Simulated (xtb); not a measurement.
C6H14AlO2 (SMILES CC(C)[O][Al][O]C(C)C), doublet, geometry from GFN2-xTB (such geometries of metal compounds can be far from the true shape) (the spin is typed, not shown lowest); xtb with GFN1-xTB.

The xtb input:
```
$ xtb mol.xyz --gfn 1 --chrg 0 --uhf 1 --json

# file mol.xyz
23

Al    -0.06489000     0.07302100    -0.02164304
O     -0.74167654    -0.06797055     1.48959386
C     -1.34465538    -0.24542795     2.74564705
C     -0.78590050    -1.50056456     3.41016958
C     -2.85912552    -0.33458999     2.58033630
H     -1.09825445     0.63133145     3.36187800
H     -1.01834050    -2.37111511     2.80068553
H     -1.21833972    -1.62994522     4.39941019
H      0.29471361    -1.42029144     3.50172023
H     -3.23045922     0.56210354     2.08971305
H     -3.10940379    -1.19546240     1.96417409
H     -3.34096176    -0.43557428     3.54988716
O      0.65408158     0.53404850    -1.44728820
C      1.31114141     0.86830031    -2.64279541
C      1.03030390    -0.19881636    -3.69715278
C      2.80849146     1.01122591    -2.38542695
H      0.90903608     1.83231394    -2.98664233
H      1.41972441    -1.15698343    -3.36006985
H      1.50101617     0.06744395    -4.64045946
H     -0.04219118    -0.29480770    -3.84904116
H      2.98151368     1.76371456    -1.61958686
H      3.21151133     0.06291010    -2.03652311
H      3.32323263     1.30570156    -3.29689835
```

What the program printed (banner, timings and long lists left out):

```
   ID    Z sym.   atoms
    1   13 Al     1
    2    8 O      2, 13
    3    6 C      3-5, 14-16
    4    1 H      6-12, 17-23

           -------------------------------------------------
          |                Calculation Setup                |
           -------------------------------------------------

           -------------------------------------------------
          |                 G F N 1 - x T B                 |
           -------------------------------------------------

          ...................................................
          :                      SETUP                      :
          :.................................................:
          :  # basis functions                  70          :
          :  # atomic orbitals                  69          :
          :  # shells                           47          :
          :  # electrons                        53          :
          :  # halogen bonds                     0          :
          :  max. iterations                   250          :
          :  Hamiltonian                  GFN1-xTB          :
          :  restarted?                      false          :
          :  GBSA solvation                  false          :
          :  PC potential                    false          :
          :  electronic temp.          300.0000000     K    :
          :  accuracy                    1.0000000          :
          :  -> integral cutoff          0.2500000E+02      :
          :  -> integral neglect         0.1000000E-07      :
          :  -> SCF convergence          0.1000000E-05 Eh   :
          :  -> wf. convergence          0.2000000E-04 e    :
          :  Broyden damping             0.4000000          :
          :  net charge                          0          :
          :  unpaired electrons                  1          :
          ...................................................

 iter      E             dE          RMSdq      gap      omega  full diag
   1    -31.2598136 -0.312598E+02  0.755E+00    5.87       0.0  T
   2    -31.3309760 -0.711624E-01  0.457E+00    5.77       1.0  T
   3    -31.3317507 -0.774670E-03  0.666E-01    5.94       1.0  T
   4    -31.3325972 -0.846540E-03  0.108E-01    5.92       1.0  T
   5    -31.3326791 -0.818425E-04  0.190E-02    5.92       1.1  T
   6    -31.3326838 -0.475889E-05  0.205E-03    5.91      10.2  T
   7    -31.3326839 -0.693535E-07  0.297E-04    5.91      70.2  T
   8    -31.3326839 -0.948749E-09  0.573E-05    5.91     363.9  T
   9    -31.3326839 -0.298321E-10  0.142E-05    5.91    1466.6  T

   *** convergence criteria satisfied after 9 iterations ***

         :::::::::::::::::::::::::::::::::::::::::::::::::::::
         ::                     SUMMARY                     ::
         :::::::::::::::::::::::::::::::::::::::::::::::::::::
         :: total energy             -31.012785989142 Eh    ::
         :: gradient norm              0.050487715468 Eh/a0 ::
         :: HOMO-LUMO gap              5.908220598359 eV    ::
         ::.................................................::
         :: SCC energy               -31.332683909300 Eh    ::
         :: -> electrostatic           0.091252277149 Eh    ::
         :: repulsion energy           0.328334959400 Eh    ::
         :: dispersion energy         -0.008437039242 Eh    ::
         :: halogen bond corr.         0.000000000000 Eh    ::
         :: add. restraining           0.000000000000 Eh    ::
         :: total charge              -0.000000000000 e     ::
         :::::::::::::::::::::::::::::::::::::::::::::::::::::

           -------------------------------------------------
          |                Property Printout                |
           -------------------------------------------------

    * Orbital Energies and Occupations

         #    Occupation            Energy/Eh            Energy/eV
      -------------------------------------------------------------
         1        2.0000           -0.7618463             -20.7309
       ...           ...                  ...                  ...
        15        2.0000           -0.5120538             -13.9337
        16        2.0000           -0.5088321             -13.8460
        17        2.0000           -0.5068187             -13.7912
        18        2.0000           -0.5066630             -13.7870
        19        2.0000           -0.5009536             -13.6316
        20        2.0000           -0.4979651             -13.5503
        21        2.0000           -0.4919547             -13.3868
        22        2.0000           -0.4907824             -13.3549
        23        2.0000           -0.4503430             -12.2545
        24        2.0000           -0.4484562             -12.2031
        25        2.0000           -0.4422372             -12.0339
        26        2.0000           -0.4387973             -11.9403
        27        1.0000           -0.3398232              -9.2471 (HOMO)
        28                         -0.1227001              -3.3388 (LUMO)
        29                         -0.1222379              -3.3263
        30                         -0.1201268              -3.2688
        31                         -0.1173727              -3.1939
        32                         -0.1034452              -2.8149
        33                         -0.0946232              -2.5748
        34                         -0.0894579              -2.4343
        35                         -0.0832729              -2.2660
        36                         -0.0665662              -1.8114
        37                         -0.0652443              -1.7754
        38                         -0.0509046              -1.3852
       ...                                ...                  ...
        69                          1.1204644              30.4894
      -------------------------------------------------------------
                  HL-Gap            0.2171231 Eh            5.9082 eV
             Fermi-level           -0.3102860 Eh           -8.4433 eV

  Mulliken/CM5 charges         n(s)   n(p)   n(d)
     1Al    0.54139  0.55907   1.205  0.856  0.397
     2O    -0.52194 -0.58443   1.646  4.876  0.000
     3C     0.24078  0.19811   1.011  2.748  0.000
     4C    -0.10417 -0.25123   1.019  3.085  0.000
     5C    -0.10403 -0.25108   1.019  3.085  0.000
     6H     0.01420  0.08007   0.986  0.000  0.000
     7H     0.03717  0.09218   0.963  0.000  0.000
     8H     0.02476  0.07746   0.975  0.000  0.000
     9H     0.04005  0.09462   0.960  0.000  0.000
    10H     0.04053  0.09510   0.959  0.000  0.000
    11H     0.03728  0.09228   0.963  0.000  0.000
    12H     0.02470  0.07740   0.975  0.000  0.000
    13O    -0.52200 -0.58449   1.646  4.876  0.000
    14C     0.24079  0.19812   1.011  2.748  0.000
    15C    -0.10426 -0.25133   1.019  3.085  0.000
    16C    -0.10387 -0.25092   1.019  3.085  0.000
    17H     0.01402  0.07990   0.986  0.000  0.000
    18H     0.03714  0.09214   0.963  0.000  0.000
    19H     0.02473  0.07744   0.975  0.000  0.000
    20H     0.03988  0.09446   0.960  0.000  0.000
    21H     0.04073  0.09529   0.959  0.000  0.000
    22H     0.03743  0.09243   0.963  0.000  0.000
    23H     0.02470  0.07740   0.975  0.000  0.000

Wiberg/Mayer (AO) data.
largest (>0.10) Wiberg bond orders for each atom

 ---------------------------------------------------------------------------
     #   Z sym  total        # sym  WBO       # sym  WBO       # sym  WBO
 ---------------------------------------------------------------------------
     1  13 Al   2.549 --     2 O    1.151    13 O    1.151
     2   8 O    2.172 --     1 Al   1.151     3 C    0.922
     3   6 C    3.924 --     4 C    1.000     5 C    1.000     6 H    0.967
                             2 O    0.922
     4   6 C    3.996 --     3 C    1.000     8 H    0.985     7 H    0.980
                             9 H    0.978
     5   6 C    3.996 --     3 C    1.000    12 H    0.985    11 H    0.979
                            10 H    0.978
     6   1 H    1.010 --     3 C    0.967
     7   1 H    1.005 --     4 C    0.980
     8   1 H    1.004 --     4 C    0.985
     9   1 H    1.006 --     4 C    0.978
    10   1 H    1.005 --     5 C    0.978
    11   1 H    1.004 --     5 C    0.979
    12   1 H    1.004 --     5 C    0.985
    13   8 O    2.172 --     1 Al   1.151    14 C    0.922
    14   6 C    3.924 --    15 C    1.000    16 C    1.000    17 H    0.967
                            13 O    0.922
    15   6 C    3.996 --    14 C    1.000    19 H    0.986    18 H    0.980
                            20 H    0.978
    16   6 C    3.996 --    14 C    1.000    23 H    0.985    22 H    0.979
                            21 H    0.978
    17   1 H    1.010 --    14 C    0.967
    18   1 H    1.005 --    15 C    0.980
    19   1 H    1.004 --    15 C    0.986
    20   1 H    1.006 --    15 C    0.978
    21   1 H    1.005 --    16 C    0.978
    22   1 H    1.004 --    16 C    0.979
    23   1 H    1.004 --    16 C    0.985
 ---------------------------------------------------------------------------

Topologies differ in total number of bonds
Writing topology from bond orders to xtbtopo.mol

 dipole moment from electron density (au)
     X       Y       Z
   0.0122  -0.0321   0.0018  total (Debye):    0.087

           -------------------------------------------------
          | TOTAL ENERGY              -31.012785989142 Eh   |
          | GRADIENT NORM               0.050487715468 Eh/α |
          | HOMO-LUMO GAP               5.908220598359 eV   |
           -------------------------------------------------

normal termination of xtb
```
